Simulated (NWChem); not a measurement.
SiH4TeSO; SMILES [SiH3]O[Te]S

```xyz
8

Te     0.6394    -0.5205     0.0521
S     -1.5090    -1.5582     0.0130
H     -1.4751    -2.0075    -1.2640
O      0.2169     1.2837    -0.6983
Si    -0.5128     2.5058     0.1873
H     -1.8838     2.1107     0.6324
H     -0.5994     3.6878    -0.7171
H      0.2990     2.8534     1.3953
```
Atoms are numbered in this order, from 1.

Geometry: optimised at PBE0/def2-SVP. Not confirmed as a minimum by frequencies. B3LYP is NWChem's, with the RPA form of VWN correlation. def2 effective core potentials on Te; no spin-orbit coupling.

### Question
List the 4 lowest vertical singlet excitations from B3LYP/def2-SVPD with def2 effective core potentials on Te, TDA (NWChem).

### Answer
```csv
state,energy (eV),oscillator strength,leading excitation (squared amplitude)
S1,3.12,0.001,HOMO → LUMO (0.82)
S2,3.33,0.001,HOMO → LUMO+1 (0.82)
S3,4.62,0.006,HOMO−1 → LUMO+1 (0.96)
S4,4.86,0.012,HOMO−1 → LUMO (0.76)
```
